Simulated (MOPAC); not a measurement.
Input file for MOPAC: PM7 on AsH3N2 (a complex).

```
PM7 1SCF PRECISE CHARGE=0 THREADS=1
AsH3N2

N      0.24158190 1    -0.23289790 1    -1.00821241 1
N      0.46009790 1    -0.69625344 1    -0.04515045 1
As    -0.36854245 1     0.08084461 1     3.28316251 1
H      1.11624568 1    -0.25615632 1     3.35399260 1
H     -0.75177500 1    -1.38738825 1     3.13918809 1
H     -0.51328798 1     0.03152969 1     4.80114879 1
```

It printed:

```
*******************************************************************************
 **                                                                           **
 **                              MOPAC v23.2.5                                **
 **                                                                           **
 *******************************************************************************
 ** MOPAC's Digital Object Identifier: https://doi.org/10.5281/zenodo.6511958 **
 **                                                                           **
 ** Please cite the open-source release paper for use of this MOPAC version:  **
 ** J. E. Moussa and J. J. P. Stewart (2026)                                  **
 ** MOPAC: An open-source semiempirical molecular orbital program             **
 ** J. Open Source Softw., 11(119), 8025, https://doi.org/10.21105/joss.08025 **
 *******************************************************************************

                              PM7 CALCULATION RESULTS

 *******************************************************************************
 *  PM7        - The PM7 Hamiltonian to be used
 *
 *
 *
 *                 CHARGE ON SYSTEM = 0
 *
 *
 *
 *  PRECISE    - TIGHTER CRITERIA TO BE USED
 *  1SCF       - DO 1 SCF AND THEN STOP
 *  THREADS=1  - MULTI-THREADING NOT USED
 *  T=         - A TIME OF 172800.0 SECONDS REQUESTED
 *  DUMP=N     - RESTART FILE WRITTEN EVERY 7200.0 SECONDS REQUESTED
 *******************************************************************************
PM7 1SCF PRECISE CHARGE=0 THREADS=1
 AsH3N2

   ATOM   CHEMICAL          X               Y               Z
  NUMBER   SYMBOL      (ANGSTROMS)     (ANGSTROMS)     (ANGSTROMS)

     1       N          0.24158190  *  -0.23289790  *  -1.00821241  *
     2       N          0.46009790  *  -0.69625344  *  -0.04515045  *
     3      As         -0.36854245  *   0.08084461  *   3.28316251  *
     4       H          1.11624568  *  -0.25615632  *   3.35399260  *
     5       H         -0.75177500  *  -1.38738825  *   3.13918809  *
     6       H         -0.51328798  *   0.03152969  *   4.80114879  *



          CARTESIAN COORDINATES

    NO.       ATOM           X           Y           Z

     1         N          0.2416     -0.2329     -1.0082
     2         N          0.4601     -0.6963     -0.0452
     3        As         -0.3685      0.0808      3.2832
     4         H          1.1162     -0.2562      3.3540
     5         H         -0.7518     -1.3874      3.1392
     6         H         -0.5133      0.0315      4.8011

 General Reference for PM7:
 "Optimization of Parameters for Semiempirical Methods VI: More Modifications to the
 NDDO Approximations and Re-optimization of Parameters", J. J. P. Stewart, J. Mol. Mod., 1:32, 19 (2013)
 https://link.springer.com/article/10.1007/s00894-012-1667-x

           Empirical Formula: H3 N2 As  =     6 atoms



      MOLECULAR POINT GROUP   :   Cs


      RHF CALCULATION, NO. OF DOUBLY OCCUPIED LEVELS = 9


 -------------------------------------------------------------------------------
 PM7 1SCF PRECISE CHARGE=0 THREADS=1
 AsH3N2



     1SCF WAS SPECIFIED, SO BFGS WAS NOT USED
     SCF FIELD WAS ACHIEVED


                              PM7 CALCULATION
                                                       MOPAC v23.2.5 Linux




          FINAL HEAT OF FORMATION =         30.10806 KCAL/MOL =     125.97214 KJ/MOL


          COSMO AREA              =        111.70 SQUARE ANGSTROMS
          COSMO VOLUME            =         90.05 CUBIC ANGSTROMS

          IONIZATION POTENTIAL    =          9.699179 EV
          HOMO LUMO ENERGIES (EV) =         -9.699 -1.282
          NO. OF FILLED LEVELS    =          9
          MOLECULAR WEIGHT        =        105.9587         POINT GROUP:  Cs

          MOLECULAR DIMENSIONS (Angstroms)

            Atom       Atom       Distance
            H     6    N     1     5.86416
            H     5    H     4     2.19426
           As     3    H     4     1.04764


          SCF CALCULATIONS        =          1





   ATOM   CHEMICAL          X               Y               Z
  NUMBER   SYMBOL      (ANGSTROMS)     (ANGSTROMS)     (ANGSTROMS)

     1       N          0.24158190  *  -0.23289790  *  -1.00821241  *
     2       N          0.46009790  *  -0.69625344  *  -0.04515045  *
     3      As         -0.36854245  *   0.08084461  *   3.28316251  *
     4       H          1.11624568  *  -0.25615632  *   3.35399260  *
     5       H         -0.75177500  *  -1.38738825  *   3.13918809  *
     6       H         -0.51328798  *   0.03152969  *   4.80114879  *

                             CARTESIAN COORDINATES

   1    N        0.241581900    -0.232897900    -1.008212410
   2    N        0.460097900    -0.696253440    -0.045150450
   3   As       -0.368542450     0.080844610     3.283162510
   4    H        1.116245680    -0.256156320     3.353992600
   5    H       -0.751775000    -1.387388250     3.139188090
   6    H       -0.513287980     0.031529690     4.801148790


           Empirical Formula: H3 N2 As  =     6 atoms



      MOLECULAR POINT GROUP   :   Cs


                  EIGENVALUES
 -43.12321 -21.85000 -18.45279 -16.73199 -16.72761 -13.65382 -13.33269 -13.11418
  -9.69918  -1.28247  -1.27940  -1.05043  -1.04611  -0.98478   0.16544   0.17751
   3.74644   3.87866   3.95258   4.27960


              NET ATOMIC CHARGES AND DIPOLE CONTRIBUTIONS

  ATOM NO.   TYPE          CHARGE      No. of ELECS.   s-Pop       p-Pop       d-Pop
    1          N           0.003039        4.9970     1.82590     3.17106
    2          N          -0.002300        5.0023     1.82547     3.17683
    3         As          -0.223997        5.2240     1.66579     3.30186     0.25634
    4          H           0.075887        0.9241     0.92411
    5          H           0.075571        0.9244     0.92443
    6          H           0.071799        0.9282     0.92820
 DIPOLE           X         Y         Z       TOTAL
 POINT-CHG.     0.352    -0.669     0.471     0.891
 HYBRID         0.090    -0.172     0.130     0.234
 SUM            0.442    -0.841     0.601     1.124


          ATOMIC ORBITAL ELECTRON POPULATIONS

     Atom    s        px        py        pz      x^2-y^2     xz        z^2       yz        xy
    1  N   1.82590   1.00585   1.03106   1.13415
    2  N   1.82547   1.00875   1.03357   1.13451
    3 As   1.66579   1.03037   1.17886   1.09263   0.09876   0.00307   0.12556   0.00227   0.02668
    4  H   0.92411
    5  H   0.92443
    6  H   0.92820

 **********************
 *                    *
 * JOB ENDED NORMALLY *
 *                    *
 **********************




 == MOPAC DONE ==
```

The run finished.

Cost: roughly 0.03 core-seconds.
